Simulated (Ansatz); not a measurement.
Stepwise reaction of `[SiH3]O[SiH](Cl)Cl` with ammonia, as a gas-phase model of exchange steps in deposition or etching. ΔE in kJ/mol.

Program: Ansatz. Geometries: PBE0-D4/def2-TZVP. ΔE: electronic, gas phase. CCSD(T)/CBS is the MP2 limit (def2-TZVPP, def2-QZVPP) plus CCSD(T) − MP2 in def2-TZVPP, frozen cores. This one scheme is used for every species. Functionals use def2-TZVPP. B3LYP here is the variant with VWN-RPA as its local correlation; programs differ in this. One conformer a species, not always the lowest.

| step | reaction | PBE-D4 | B3LYP-D4 | ωB97M-V | CCSD(T)/CBS |
| --- | --- | --- | --- | --- | --- |
| 1 | `[SiH3]O[SiH](Cl)Cl` + NH₃ → `N[SiH](Cl)O[SiH3]` + HCl | 38.9 | 34.8 | 35.2 | 35.3 |
| 2 | `N[SiH](Cl)O[SiH3]` + NH₃ → `N[SiH](N)O[SiH3]` + HCl | 44.3 | 41.0 | 41.5 | 41.0 |

By hand: ΔE of the 2 steps together at CCSD(T)/CBS.

(35.3) + (41.0) = 76.3 kJ/mol, or 38.1 kJ/mol a step.

In ΔE each step is higher than the one before. All are uphill at CCSD(T)/CBS. PBE-D4 differs from CCSD(T)/CBS by 3.3 to 3.6 kJ/mol a step. Isolated molecules leave out the surface, adducts and barriers. Largest T1 diagnostic: 0.011.
